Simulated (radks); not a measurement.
Question: The table gives one normalised radial function P(r) = r R(r) (large component) of Sb in [Kr] 4d10 5s1.5 5p3 4f0.5 (r in bohr). Method: Dirac Kohn-Sham, PBEsol, spin-unpolarised, spherical densities, finite nucleus; open shells fill j = l - 1/2 first; Fermi nuclear charge, rms radius 4.6802 fm; computed with a radial shooting solver on a logarithmic mesh with Libxc functionals.

| r | P |
|---|---|
| 0.002409 | 0.0000 |
| 0.003453 | 0.0001 |
| 0.00495 | 0.0002 |
| 0.007095 | 0.0005 |
| 0.01009 | 0.0014 |
| 0.01446 | 0.0038 |
| 0.02073 | 0.0101 |
| 0.02971 | 0.0256 |
| 0.04258 | 0.0609 |
| 0.06054 | 0.1315 |
| 0.08678 | 0.2576 |
| 0.1244 | 0.4291 |
| 0.1783 | 0.5623 |
| 0.2555 | 0.4833 |
| 0.3663 | 0.0515 |
| 0.5208 | -0.5858 |
| 0.7465 | -1.0337 |
| 1.07 | -0.9720 |
| 1.534 | -0.5830 |
| 2.198 | -0.2265 |
| 3.151 | -0.0523 |
| 4.48 | -0.0063 |
| 6.421 | -0.0003 |
| 9.204 | 0.0000 |
| 13.19 | 0.0000 |
| 18.91 | 0.0000 |
| 27.1 | 0.0000 |
| 38.54 | 0.0000 |
| 55.24 | 0.0000 |
| 79.17 | 0.0000 |

Which n and l does it have? It may be an empty orbital.

Answer: n = 4, l = 2: the number of nodes gives n - l - 1 = 1, the rise at small r points to l (this Dirac orbital starts outside the nucleus as r^gamma with gamma = sqrt((l + 1)^2 - (Z/c)^2) = 2.98; the j = 5/2 orbital of l + 1 starts with the same power, but with a smaller coefficient, and then steepens), and the extent must fit the shell. The curve is that of 4d5/2; the two j differ most near the nucleus, where j = l - 1/2 has the larger amplitude, and in heavy atoms j = l - 1/2 is also the more compact. 4d5/2: eigenvalue -36.903 eV, 1 radial node at r = 0.378 bohr, <r> = 1.03 bohr, 90 % of the charge inside 1.60 bohr.
